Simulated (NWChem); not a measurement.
Molecule: MgIBr; SMILES [Br][Mg][I]

This build's default masses of Se (78.918 u) and Br (79.917 u) are each other's, which moves their modes by up to 0.6 %. def2 effective core potentials on I; no spin-orbit coupling.

Give the equilibrium geometry at PBE0/def2-SVP with def2 effective core potentials on I (NWChem) as a list of bonds and angles, with the point group.

point group C*v; any orientation.
Bonds (Å): Mg1–Br2 2.343, Mg1–I3 2.547. Bond angles (°): Br2–Mg1–I3 180.0.
